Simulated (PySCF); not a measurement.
A structure optimised at B3LYP-D3(BJ)/def2-SVP, used in a PySCF frequency run:

```xyz
10

C     -0.0566     2.4339     0.0000
C      0.7229     1.3436     0.0000
Si     0.0242    -0.3536     0.0000
O     -1.6135    -0.2602     0.0000
F      0.5375    -1.2126    -1.2727
F      0.5375    -1.2126     1.2727
H     -1.1485     2.3552     0.0000
H      0.3626     3.4460     0.0000
H      1.8130     1.4666     0.0000
H     -2.1303    -1.0741     0.0000
```

Question: Write its SMILES, formula and point group.

Answer: C=C[Si](O)(F)F, C₂H₄F₂OSi, Cs

Question: What are its rotational constants (standard atomic weights)?

Answer: 3.8992, 2.1481, 2.0901 GHz
